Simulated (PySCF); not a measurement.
A GIAO shielding run with PySCF 2.14 (density fitting, non-relativistic, gas phase) on SMILES CS[Si@@H]1[SiH2]C(F)=C1C, C₄H₉FSSi₂:

```
$ OMP_NUM_THREADS=1 python probes_run.py task.json out

{"job": {"kind": "nmr", "xc": "PBE0", "basis": "pcSseg-1"}, "charge": 0, "multiplicity": 1}
C      2.452204    -0.594597    -0.100182
S      1.661536    -0.974517    -1.694276
Si    -0.187868     0.116702    -1.467386
Si    -0.206904     2.214398    -0.416175
C     -1.046049     0.985550     0.772500
F     -1.572146     1.239256     1.996311
C     -1.053537    -0.228357     0.200836
C     -1.608153    -1.487819     0.764183
H      2.638789     0.472525    -0.029829
H      3.390255    -1.138667    -0.074658
H      1.811112    -0.920394     0.712525
H     -0.916796    -0.353577    -2.640946
H      0.980711     2.851380     0.165191
H     -1.098366     3.273974    -0.888294
H     -2.457266    -1.818432     0.165434
H     -0.857912    -2.278297     0.731699
H     -1.936607    -1.347097     1.793157
```

Hardware: 1 thread of an Arm Neoverse V2, shared host. The job also computes population analyses, field gradients, ring-centre shieldings.

Q: How large is the calculation?

A: 86 electrons, 202 basis functions and 1118 auxiliary functions.

Q: How long does it take, and how much memory does it need?

A: 47 s of wall time, with 14 SCF cycles and 5 response iterations; peak memory 0.88 GiB. Times on a shared host scatter by some tens of per cent.
